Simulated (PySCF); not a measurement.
## Fractional electron number in Ti²⁺ (titanium, charge +2)

The 3d alpha orbital of [Ar] 3d2 is emptied in steps (occupation f), with all orbitals relaxed, ending at [Ar] 3d1. Computed with PySCF 2.14 in aug-cc-pVDZ, with the non-relativistic Hamiltonian (point nucleus). The exact energy is a straight line in f; departures are measured from the line between the end points of the same method.

```tsv
f	UHF (eV)	LDA (eV)	PBE (eV)
1	0.000	0.000	0.000
0.9	0.087	-0.689	-0.677
0.7	0.196	-1.630	-1.599
0.5	0.225	-1.967	-1.927
0.3	0.182	-1.673	-1.636
0.1	0.075	-0.726	-0.708
0	0.000	0.000	0.000
```

Question: For LDA, how does the orbital energy at f = 1 compare with the removal energy?

Answer: −ε = 21.027 eV against a total-energy difference of 28.628 eV. By Janak's theorem ε = ∂E/∂f, so the gap between them reflects the curvature. Along the path −ε is 22.454 (f = 0.9), 25.410 (f = 0.7), 28.500 (f = 0.5), 31.713 (f = 0.3), 35.037 (f = 0.1) eV.

```
method  E(f=0) − E(f=1) (eV)  −ε at f=1 (eV)  −ε at f=0.5 (eV)
   UHF                27.106          28.093            27.066
   LDA                28.628          21.027            28.500
   PBE                28.566          21.096            28.455
```

Reference removal energy between the ground levels: 27.492 eV (measured; NIST Atomic Spectra Database, ionization energies). The calculation has no spin-orbit coupling. UHF lacks correlation.
